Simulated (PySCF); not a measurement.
H3MgN, SMILES [NH2][MgH]. Atoms are numbered in the order given.

```xyz
5

Mg     0.0000     0.0000     0.7520
H      0.0000     0.0000     2.4445
N      0.0000     0.0000    -1.1407
H      0.0000     0.8123    -1.7416
H      0.0000    -0.8123    -1.7416
```
Charge 0, spin multiplicity 1.

Geometry: B3LYP-D3(BJ)/def2-TZVP.

The numbers are results of B3LYP-D3(BJ)/def2-TZVP (PySCF), not measurements.

Frequencies are harmonic and unscaled.

| mode | ν (cm⁻¹) | IR (km/mol) | Raman (Å⁴/amu) | depolarisation | moving atoms (share of kinetic energy) |
|---|---|---|---|---|---|
| 1 | 298 | 336.2 | 9.8 | 0.75 | H 72 %, N 21 % |
| 2 | 308 | 190.4 | 1.5 | 0.75 | H 92 %, Mg 8 % |
| 3 | 359 | 32.8 | 6.2 | 0.75 | H 93 % |
| 4 | 532 | 154.2 | 2.8 | 0.75 | H 79 %, N 15 % |
| 5 | 686 | 53.9 | 19.0 | 0.15 | N 53 %, Mg 37 %, H 10 % |
| 6 | 1562 | 10.1 | 8.3 | 0.00 | H 92 %, N 8 % |
| 7 | 1646 | 189.4 | 174.9 | 0.06 | H 96 % |
| 8 | 3537 | 0.9 | 181.3 | 0.09 | H 96 % |
| 9 | 3610 | 5.6 | 91.0 | 0.75 | H 92 %, N 8 % |
